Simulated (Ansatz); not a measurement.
`[NH2][Cd][F]`, relaxed with RKS PBE0-D4/def2-TZVP in Ansatz 0.2.0 from a GFN2-xTB geometry. The force threshold is 0.005 eV/Å; the program also tests the step.

The species carries charge 0 and has multiplicity 1. Cd takes the def2 core potential.

Start:

```xyz
5

N     0.384    0.307    0.805
Cd    0.670   -0.376   -1.069
F    -0.959   -1.394   -1.490
H     0.532    1.313    0.891
H    -0.626    0.150    0.863
```

| step | energy (eV) | largest force (eV/Å) | largest move (Å) |
| --- | --- | --- | --- |
| 1 | -8801.0464 | 0.908 | 0.000 |
| 2 | -8801.3046 | 0.598 | 0.195 |
| 3 | -8801.5446 | 0.861 | 0.196 |
| 4 | -8801.8062 | 0.958 | 0.196 |
| 5 | -8802.0439 | 0.900 | 0.195 |
| 6 | -8802.2191 | 0.431 | 0.200 |
| 7 | -8802.2991 | 0.163 | 0.187 |
| 8 | -8802.3009 | 0.305 | 0.045 |
| 9 | -8802.3040 | 0.087 | 0.019 |
| 10 | -8802.3042 | 0.041 | 0.005 |
| 11 | -8802.3042 | 0.013 | 0.003 |
| 12 | -8802.3042 | 0.001 | 0.000 |

End:

```xyz
5

N     0.393    0.394    0.894
Cd   -0.148   -0.586   -0.761
F    -0.561   -1.646   -2.327
H     0.712    1.331    0.672
H    -0.396    0.507    1.521
```

Run time 18 s (2 threads of an AMD EPYC 7R13 on a shared host); peak host memory 0.2 GiB.
